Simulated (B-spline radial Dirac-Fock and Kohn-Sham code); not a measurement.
L-shell conversion coefficients of Ar against transition energy

The computed values come from a radial B-spline solver: a Dirac-Hartree-Slater potential of the neutral atom with a Latter tail (no hole, which puts coefficients of high multipoles low close above an edge), finite nucleus with surface currents. Subshells within 1 keV of threshold and pair formation are left out.

| energy (keV) | E1 | E2 | E4 | E5 | M3 | M5 |
| --- | --- | --- | --- | --- | --- | --- |
| 14.8 | 0.489 | 44.1 | 592000 | 5.90e+07 | 1060 | 8.43e+06 |
| 20 | 0.197 | 12.3 | 74300 | 5.44e+06 | 216 | 892000 |
| 25 | 0.0996 | 4.85 | 16300 | 941000 | 68.4 | 174000 |
| 29.2 | 0.0618 | 2.55 | 5750 | 280000 | 31.2 | 56500 |
| 33.8 | 0.0393 | 1.40 | 2180 | 89900 | 15.0 | 19800 |
| 35.1 | 0.0350 | 1.20 | 1700 | 67200 | 12.4 | 15200 |
| 36.8 | 0.0302 | 0.989 | 1240 | 46700 | 9.85 | 10800 |
| 39.8 | 0.0237 | 0.718 | 746 | 25600 | 6.71 | 6240 |
| 50 | 0.0116 | 0.284 | 172 | 4530 | 2.22 | 1280 |
| 100 | 0.00131 | 0.0171 | 2.35 | 28.8 | 0.0900 | 12.6 |
| 104 | 0.00115 | 0.0146 | 1.86 | 21.9 | 0.0756 | 9.81 |
| 109 | 0.000994 | 0.0121 | 1.41 | 15.7 | 0.0614 | 7.27 |
| 142 | 0.000432 | 0.00419 | 0.297 | 2.54 | 0.0195 | 1.40 |
| 159 | 0.000304 | 0.00267 | 0.155 | 1.19 | 0.0121 | 0.701 |
| 194 | 0.000164 | 0.00122 | 0.0499 | 0.319 | 0.00528 | 0.215 |
| 200 | 0.000149 | 0.00108 | 0.0421 | 0.262 | 0.00466 | 0.180 |
| 219 | 0.000113 | 0.000761 | 0.0254 | 0.146 | 0.00323 | 0.107 |
| 245 | 8.04e-05 | 0.000494 | 0.0137 | 0.0716 | 0.00207 | 0.0564 |
| 262 | 6.58e-05 | 0.000383 | 0.00957 | 0.0471 | 0.00159 | 0.0388 |
| 265 | 6.36e-05 | 0.000367 | 0.00900 | 0.0439 | 0.00152 | 0.0365 |
| 471 | 1.26e-05 | 4.67e-05 | 0.000490 | 0.00155 | 0.000182 | 0.00184 |
| 500 | 1.08e-05 | 3.83e-05 | 0.000371 | 0.00113 | 0.000148 | 0.00138 |
| 828 | 3.30e-06 | 8.44e-06 | 4.45e-05 | 9.94e-05 | 2.93e-05 | 0.000148 |
| 1000 | 2.26e-06 | 5.18e-06 | 2.25e-05 | 4.56e-05 | 1.69e-05 | 7.02e-05 |
| 1030 | 2.13e-06 | 4.82e-06 | 2.03e-05 | 4.07e-05 | 1.55e-05 | 6.27e-05 |
| 1210 | 1.59e-06 | 3.30e-06 | 1.20e-05 | 2.23e-05 | 9.94e-06 | 3.47e-05 |
| 1220 | 1.56e-06 | 3.24e-06 | 1.17e-05 | 2.17e-05 | 9.72e-06 | 3.37e-05 |
| 2000 | 7.08e-07 | 1.19e-06 | 2.96e-06 | 4.56e-06 | 2.83e-06 | 6.78e-06 |
| 2170 | 6.30e-07 | 1.03e-06 | 2.43e-06 | 3.65e-06 | 2.35e-06 | 5.35e-06 |

Task: How fast do they fall between 1220 and 2170 keV?

Result: As powers of the energy: E1 E^-1.58, E2 E^-2.00, E4 E^-2.73, E5 E^-3.09, M3 E^-2.47, M5 E^-3.19. Within one type (E or M) the higher multipoles fall faster.
